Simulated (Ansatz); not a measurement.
`CC[SiH2]N`, charge 0, multiplicity 1.

Q: Give a relaxed structure at PBE0-D4/def2-TZVP (Ansatz 0.2.0). (An estimate is asked.)

A: The calculation gave: 
Z-matrix (Å, degrees):
```
C
C 1 1.526
H 1 1.093 2 111.4
H 1 1.093 2 111.7 3 120.1
H 1 1.093 2 111.5 3 -119.7
Si 2 1.871 1 113.2 3 60.7
H 2 1.095 1 110.9 3 -60.9
H 2 1.097 1 110.2 3 -178.0
N 6 1.724 2 110.3 1 178.7
H 6 1.498 2 107.4 1 53.0
H 6 1.490 2 111.3 1 -63.8
H 9 1.008 6 120.0 2 -61.1
H 9 1.007 6 119.1 2 157.3
```
This is one stationary point; other conformers may exist.
